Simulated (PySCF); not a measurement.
Se (SMILES [Se-]), charge -1, doublet (in this run its highest filled SCF level lies above zero, so its values depend strongly on the basis, on diffuse functions most of all); PySCF with M06/def2-SVP.

PySCF was given this input:
```python
from pyscf import gto, scf, dft

mol = gto.M(
    atom='''
Se    0.000000    0.000000    0.000000
''',
    basis='def2-svp',
    charge=-1,
    spin=1,
    verbose=5,
)

mf = dft.UKS(mol)
mf.xc = 'm06'
mf.kernel()
mf.analyze()
```

Output, abridged:

```
PySCF version 2.14.0

[INPUT] verbose = 5
[INPUT] max_memory = 4000
[INPUT] num. atoms = 1
[INPUT] num. electrons = 35
[INPUT] charge = -1
[INPUT] spin (= nelec alpha-beta = 2S) = 1
[INPUT] symmetry False subgroup None
[INPUT] Mole.unit = angstrom
[INPUT] Symbol           X                Y                Z      unit          X                Y                Z       unit  Magmom
[...]
[INPUT] ---------------- BASIS SET ----------------
[INPUT] l, kappa, [nprim/nctr], expnt,             c_1 c_2 ...
[INPUT] Se
[...]
                                16007.604701      0.010943525114
                                3642.1699707      0.054374171596
                                1028.5912993      0.19018092947
                                335.30298888      0.38913021696
                                115.80129154      0.30620207088
[...]
                                26.726257934      0.64752124207
                                11.124501923      0.44241976651
[...]
                                3.3668473803      0.73591359951
                                1.5249277839      0.44330199577
[...]
                                343.75101831      0.066875851967
                                109.29554964      0.2664057808
                                39.707711022      0.53834928422
                                14.950185232      0.36303281993
[...]
                                3.2934649756      0.57257906583
                                1.4058602438      0.25549813222
[...]
                                27.18818526       0.13747735767
                                9.5091567352      0.36649929124
                                3.4170516853      0.48750989884
[...]
nuclear repulsion = 0
number of shells = 12
number of NR pGTOs = 74
number of NR cGTOs = 32
basis = def2-svp
ecp = {}

******** <class 'pyscf.dft.uks.UKS'> ********
method = UKS
initial guess = minao
damping factor = 0
level_shift factor = 0
DIIS = <class 'pyscf.scf.diis.CDIIS'>
diis_start_cycle = 1
diis_space = 8
diis_damp = 0
SCF conv_tol = 1e-09
SCF conv_tol_grad = None
SCF max_cycles = 50
direct_scf = True
direct_scf_tol = 1e-13
number electrons alpha = 18  beta = 17
XC library pyscf.dft.libxc version 7.1.2
    S. Lehtola, C. Steigemann, M. J. T. Oliveira, and M. A. L. Marques,  SoftwareX 7, 1–5 (2018)
XC functionals = m06
    Y. Zhao and D. G. Truhlar,  Theor. Chem. Acc. 120, 215 (2008)
    Y. Zhao and D. G. Truhlar,  Theor. Chem. Acc. 120, 215 (2008)
radial grids:
    Treutler-Ahlrichs [JCP 102, 346 (1995); DOI:10.1063/1.469408] (M4) radial grids

becke partition: Becke, JCP 88, 2547 (1988); DOI:10.1063/1.454033
pruning grids: <function nwchem_prune>
grids dens level: 3
symmetrized grids: False
atomic radii adjust function: <function treutler_atomic_radii_adjust>
small_rho_cutoff = 0
Set gradient conv threshold to 3.16228e-05
atom Se rad-grids = 90, ang-grids = [ 50  50  50  50  50  50  50  50  50  50  50  50  50  50  50  50  50  50
  50  50  50  50  50  50  50  50  50  50  50  86  86  86  86  86  86  86
  86  86  86  86  86  86  86  86  86 350 350 350 350 350 350 350 350 350
 350 434 434 434 434 434 434 434 434 434 434 434 434 434 434 434 434 434
 434 434 434 434 434 350 350 350 350 350 350 350 350 350 350 350 350 350]
tot_boxes 729, boxes in each direction [7 7 7]
Padding 0 grids
tot grids = 20424
nelec by numeric integration = [16.98876631 16.98876631]
E1 = -3341.6575038893143  E2 = 941.5446419715862  Ecoul = 1028.5155587186891  Exc = -86.97091674710295
init E= -2400.11286191773
cond(S) = 19.088850938994895

  alpha mo_energy =
[-4.54204200e+02 -5.83643567e+01 -5.23253892e+01 -5.23253892e+01
 -5.23253892e+01 -7.99210828e+00 -5.88695747e+00 -5.88695747e+00
 -5.88695747e+00 -2.18634237e+00 -2.18634237e+00 -2.18634237e+00
 -2.18634237e+00 -2.18634237e+00 -6.80054577e-01 -2.53696477e-01
 -2.53696477e-01 -2.53696477e-01  2.16754349e-01  4.67291948e-01
  4.67291948e-01  4.67291948e-01  4.67291948e-01  4.67291948e-01
[...]
converged SCF energy = -2401.16037985242  <S^2> = 0.75195062  2S+1 = 2.0019497
Total Energy =                       -2401.160379852417464
[...]
0 Se 3dxy        0.00000  -0.00000   0.00020   0.00095   0.00043
0 Se 3dyz        0.00000  -0.00000  -0.00142  -0.00037   0.00088
0 Se 3dz^2       0.00000  -0.00000   0.00109  -0.00114   0.00108
0 Se 3dxz       -0.00000   0.00000  -0.00033  -0.00129  -0.00108
0 Se 3dx2-y2     0.00000  -0.00000  -0.00041  -0.00027   0.00090
0 Se 4dxy        0.00000  -0.00000  -0.00561  -0.02614  -0.01177
0 Se 4dyz        0.00000  -0.00000   0.04011   0.01014  -0.02417
0 Se 4dz^2       0.00000  -0.00000  -0.03076   0.03151  -0.02971
0 Se 4dxz       -0.00000   0.00000   0.00924   0.03564   0.02975
0 Se 4dx2-y2     0.00000  -0.00000   0.01152   0.00752  -0.02481
0 Se 5dxy        0.00000  -0.00000   0.10573   0.46824   0.21080
0 Se 5dyz        0.00000  -0.00000  -0.75623  -0.18174   0.43292
0 Se 5dz^2       0.00000  -0.00000   0.58005  -0.56456   0.53234
0 Se 5dxz       -0.00000   0.00000  -0.17424  -0.63855  -0.53303
0 Se 5dx2-y2     0.00000  -0.00000  -0.21725  -0.13468   0.44443
               #31       #32
0 Se 1s         -0.00000  -0.00000
0 Se 2s          0.00000   0.00000
0 Se 3s          0.00000   0.00000
0 Se 4s          0.00000   0.00000
0 Se 5s          0.00000   0.00000
0 Se 2px        -0.00000  -0.00000
0 Se 2py         0.00000   0.00000
0 Se 2pz        -0.00000  -0.00000
0 Se 3px         0.00000   0.00000
0 Se 3py        -0.00000  -0.00000
0 Se 3pz         0.00000   0.00000
0 Se 4px        -0.00000  -0.00000
0 Se 4py        -0.00000   0.00000
0 Se 4pz         0.00000  -0.00000
0 Se 5px         0.00000   0.00000
0 Se 5py         0.00000  -0.00000
0 Se 5pz        -0.00000  -0.00000
0 Se 3dxy        0.00021   0.00007
0 Se 3dyz        0.00006  -0.00010
0 Se 3dz^2       0.00005  -0.00005
0 Se 3dxz        0.00012   0.00008
0 Se 3dx2-y2    -0.00007   0.00022
0 Se 4dxy        0.04350   0.01441
0 Se 4dyz        0.01197  -0.02126
0 Se 4dz^2       0.00915  -0.00928
0 Se 4dxz        0.02357   0.01560
0 Se 4dx2-y2    -0.01499   0.04371
0 Se 5dxy       -0.80673  -0.26715
0 Se 5dyz       -0.22202   0.39422
0 Se 5dz^2      -0.16960   0.17216
0 Se 5dxz       -0.43704  -0.28935
0 Se 5dx2-y2     0.27790  -0.81053

To work with the spin densities directly, `use mulliken_meta_spin()` only printing them here.

 ** Mulliken spin pop alpha/beta on meta-lowdin orthogonal AOs **
 ** Mulliken Spin Density (per AO)  **
spin_pop of  0 Se 1s        0.00000
spin_pop of  0 Se 2s        0.00000
spin_pop of  0 Se 3s        0.00001
spin_pop of  0 Se 4s       -0.00038
spin_pop of  0 Se 5s       -0.00027
spin_pop of  0 Se 2px       0.00000
spin_pop of  0 Se 2py       0.00000
spin_pop of  0 Se 2pz       0.00000
spin_pop of  0 Se 3px       0.00000
spin_pop of  0 Se 3py       0.00002
spin_pop of  0 Se 3pz       0.00006
spin_pop of  0 Se 4px       0.01560
spin_pop of  0 Se 4py       0.26617
spin_pop of  0 Se 4pz       0.72002
spin_pop of  0 Se 5px      -0.00152
spin_pop of  0 Se 5py      -0.00082
spin_pop of  0 Se 5pz       0.00046
spin_pop of  0 Se 3dxy     -0.00001
spin_pop of  0 Se 3dyz     -0.00002
spin_pop of  0 Se 3dz^2    -0.00002
spin_pop of  0 Se 3dxz     -0.00002
spin_pop of  0 Se 3dx2-y2   -0.00001
spin_pop of  0 Se 4dxy      0.00002
spin_pop of  0 Se 4dyz      0.00038
spin_pop of  0 Se 4dz^2     0.00024
spin_pop of  0 Se 4dxz      0.00004
spin_pop of  0 Se 4dx2-y2    0.00004
spin_pop of  0 Se 5dxy     -0.00000
spin_pop of  0 Se 5dyz      0.00000
spin_pop of  0 Se 5dz^2     0.00000
spin_pop of  0 Se 5dxz     -0.00000
spin_pop of  0 Se 5dx2-y2   -0.00000
 ** Mulliken Spin Density (per atom)  **
spin density of  0 Se =      1.00000
 ** Mulliken pop alpha/beta on meta-lowdin orthogonal AOs **
 ** Mulliken pop       alpha | beta **
[...]
In total            18.00000 | 17.00000
 ** Mulliken atomic charges   ( Nelec_alpha | Nelec_beta ) **
charge of  0Se =     -1.00000  (    18.00000     17.00000 )

WARN: System has nonzero charge -1; the dipole moment is origin-dependent.
Location of origin: [0. 0. 0.]

Dipole moment(X, Y, Z, Debye):  0.00000, -0.00000, -0.00000
```
